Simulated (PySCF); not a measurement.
H₆PSi₂, SMILES [SiH3][P][SiH3], multiplicity 2.

Geometry optimised at PBE-D3(BJ)/def2-SVP. The isomer is the one that the SMILES or the coordinates give; other isomers of the formula were not compared.

Level of theory: PBE-D3(BJ)/def2-SVP (PySCF 2.14.0).

Frequencies are harmonic and unscaled.

**Question.** List the normal modes with their intensities. (The exact figures need the calculation; the answer reports its results.)

**Answer.** 
| mode | ν (cm⁻¹) | IR (km/mol) | moving atoms (share of kinetic energy) |
|---|---|---|---|
| 1 | 78 | 0.0 | H 92 % |
| 2 | 79 | 0.2 | H 90 % |
| 3 | 127 | 0.4 | Si 58 %, H 27 %, P 15 % |
| 4 | 420 | 0.0 | Si 47 %, P 41 %, H 11 % |
| 5 | 440 | 6.0 | Si 45 %, P 44 %, H 11 % |
| 6 | 465 | 29.5 | H 88 %, Si 8 % |
| 7 | 495 | 0.0 | H 89 %, Si 10 % |
| 8 | 522 | 17.4 | H 84 %, Si 9 % |
| 9 | 598 | 2.1 | H 80 %, Si 12 % |
| 10 | 831 | 314.0 | H 93 % |
| 11 | 867 | 114.6 | H 92 % |
| 12 | 885 | 77.6 | H 97 % |
| 13 | 893 | 10.2 | H 97 % |
| 14 | 900 | 14.0 | H 97 % |
| 15 | 902 | 63.7 | H 97 % |
| 16 | 2132 | 17.1 | H 98 % |
| 17 | 2138 | 63.2 | H 98 % |
| 18 | 2141 | 6.0 | H 96 % |
| 19 | 2147 | 135.7 | H 96 % |
| 20 | 2171 | 156.9 | H 96 % |
| 21 | 2172 | 31.6 | H 96 % |
